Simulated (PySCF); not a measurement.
# SnI: mean field, correlation and small terms against distance

State: ²Π, doublet, unpaired electrons π ↑. ROHF-based CCSD(T) in PySCF 2.14 with Sn cc-pwCVDZ-PP with ECP28, I aug-cc-pVDZ-PP with ECP28 and Sn cc-pwCVTZ-PP with ECP28, I aug-cc-pVTZ-PP with ECP28 (frozen core orbitals: 13; scalar-relativistic core potentials). Correlation energies are extrapolated as n⁻³ (n = 2, 3), Hartree–Fock as (n+1)·exp(−9√n). All energies in eV from Sn + I.

```csv
R (Å),HF/CBS,CCSD corr.,(T),total
2.4078,-1.234,-0.930,-0.1466,-2.311
2.5173,-1.693,-0.878,-0.1473,-2.718
2.6267,-1.926,-0.833,-0.1484,-2.907
2.7361,-2.005,-0.793,-0.1496,-2.947
2.8456,-1.978,-0.758,-0.1512,-2.887
2.9824,-1.847,-0.722,-0.1533,-2.722
3.1192,-1.651,-0.692,-0.1560,-2.499
```

A fit to the total gives Re = 2.7183 Å, De = 2.949 eV, ωe = 197.6 cm⁻¹, Be = 0.03700 cm⁻¹ (masses 119.9022 and 126.9045 u).

Question: At R = 2.7361 Å the CCSD correlation energy is -0.432542 hartree in the smaller basis and -0.646046 in the larger. Extrapolate it.

Answer: (3³·E3 − 2³·E2)/(3³ − 2³) = -0.73594 hartree; the larger basis holds 87.8 % of it.

The T1 diagnostic is 0.018. The state was picked by a PBE0 search and need not be the measured ground state. Spin–orbit coupling, excitations beyond (T) and corrections to the Born–Oppenheimer picture are left out, and spin–orbit coupling matters for open p, d or f shells this heavy.
